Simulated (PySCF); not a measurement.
**Working out the ionisation energy of W**

W [Xe] 4f14 5d4 6s2 (5D) → W+ [Xe] 4f14 5d4 6s1 (6D). Calculation: PySCF 2.14, in aug-cc-pVDZ-PP with ECP60MDF (5s5p4d2f, 54 functions); a scalar-relativistic core potential. Frozen: 5s2 5p6. Energies in hartree (1 hartree = 27.21139 eV):

```csv
part,W (lower),W+ (upper)
UHF,-66.675859,-66.458713
MP2 opposite-spin,-0.044922,0.000000
MP2 same-spin,-0.040353,-0.039871
```

Q: What does Hartree-Fock give?

A: (-66.458713) − (-66.675859) = 0.217146 hartree = 5.909 eV.

Q: What do MP2 and SCS-MP2 (6/5 opposite-spin, 1/3 same-spin) give?

A: The opposite-spin parts differ by 1.222 eV and the same-spin parts by 0.013 eV. MP2: 5.909 + (1.222) + (0.013) = 7.144 eV. SCS-MP2: 5.909 + 1.2 × (1.222) + (0.013)/3 = 7.380 eV.

Measured between the centres of the two terms (NIST): 7.825 eV, so MP2 (valence) is off by -0.681 eV.

A double-zeta basis recovers only part of the correlation energy.

What remains against the reference includes basis incompleteness, the frozen core and correlation beyond second order.
